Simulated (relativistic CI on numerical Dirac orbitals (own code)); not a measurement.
Co⁴⁺ in a cubic cluster: L2,3 absorption with charge transfer

Computed with a charge-transfer multiplet model of a cubic metal-ligand cluster with up to 3 ligand holes, Slater and spin-orbit integrals from Dirac-Coulomb-Breit ions, Slater integrals scaled by 0.8. The ground state mixes d5 with configurations of k ligand holes L, whose averages lie at kΔ + k(k − 1)U_dd/2; a core hole lowers each added d electron by U_cd. 20 K, Lorentzian 0.4 eV and Gaussian 0.3 eV FWHM.

Atomic integrals in eV (Slater integrals scaled, ζ unscaled), ground: F2dd 10.866, F4dd 6.824, zeta_d 0.080; with the core hole: F2dd 11.456, F4dd 7.196, zeta_d 0.102, zeta_core 9.658, F2cd 6.863, G1cd 5.283, G3cd 3.006.

Cluster parameters (eV): Δ = 1.9, U_dd = 7.7, U_cd = 8.5, 10Dq = 1.1, 10Dq(ligand) = 1.2, final-state hopping factor = 1.

```tsv
Case	n_d	d5	d6L	d7L2	d8L3	S
V(eg) = 0.4 eV, V(t2g) = -0.17 eV	5.02	0.98	0.02	0.00	0.00	2.50
V(eg) = 1 eV, V(t2g) = -0.43 eV	5.10	0.91	0.09	0.00	0.00	2.50
V(eg) = 1.3 eV, V(t2g) = -0.56 eV	5.15	0.86	0.14	0.00	0.00	2.50
```

Weights, n_d and S are thermal averages at 20 K. Photon energies count from the first peak over 30 % of the highest in each spectrum, which can be another peak from case to case. The parameters are a model scan and need not match a compound or its usual spin state. Peaks in eV (height, largest 100):
- V(eg) = 0.4 eV, V(t2g) = -0.17 eV: -1.6 (17), 0.0 (100), 1.3 (34), 4.7 (10), 14.0 (16), 15.0 (12), 16.1 (15), 17.1 (20)
- V(eg) = 1 eV, V(t2g) = -0.43 eV: -1.7 (20), 0.0 (100), 3.6 (9), 4.2 (10), 13.9 (16), 15.0 (12), 15.9 (18), 16.9 (18)
- V(eg) = 1.3 eV, V(t2g) = -0.56 eV: -1.7 (23), 0.0 (100), 4.4 (10), 13.8 (16), 15.1 (11), 15.8 (19), 16.8 (18)

Curve for V(eg) = 0.4 eV, V(t2g) = -0.17 eV (points under 2 left out, the grid thinned):

E (eV), Intensity and a bar:
```
     -2.9        2.2 
     -2.5        5.4 #
     -2.2        8.2 ##
     -1.8       14.6 ####
     -1.4       15.7 ####
     -1.1       12.5 ###
     -0.7       22.0 ######
     -0.3       68.2 ####################
      0.0      100.0 ##############################
      0.4       66.1 ####################
      0.8       36.0 ##########
      1.1       33.3 ##########
      1.5       31.3 #########
      1.9       26.5 #######
      2.3       14.9 ####
      2.6        8.9 ##
      3.0        6.5 #
      3.4        5.8 #
      3.7        5.9 #
      4.1        6.9 #
      4.5        9.2 ##
      4.8       10.3 ###
      5.2        7.7 ##
      5.6        6.8 #
      5.9        5.4 #
      6.3        3.1 
      6.7        2.0 
      7.9        2.4 
      8.3        2.4 
     13.4        3.5 
     13.7        9.2 ##
     14.1       15.5 ####
     14.5        8.2 ##
     14.9       11.5 ###
     15.2       10.7 ###
     15.6        8.5 ##
     16.0       14.1 ####
     16.3       14.3 ####
     16.7       19.0 #####
     17.1       19.8 #####
     17.4       15.4 ####
     17.8        5.8 #
     18.2        3.4 
     18.5        2.9 
     18.9        2.0
```

For the case V(eg) = 1.3 eV, V(t2g) = -0.56 eV, Δ = 1.9 eV is smaller than U_dd = 7.7 eV, the charge-transfer side of the Zaanen-Sawatzky-Allen scheme. With the core hole the configuration with one ligand hole lies at Δ + U_dd − U_cd = 1.1 eV above the one without, against Δ in the ground state. The added d electron screens the hole, so the order of the configurations is kept and charge-transfer satellites are weaker than in photoemission.
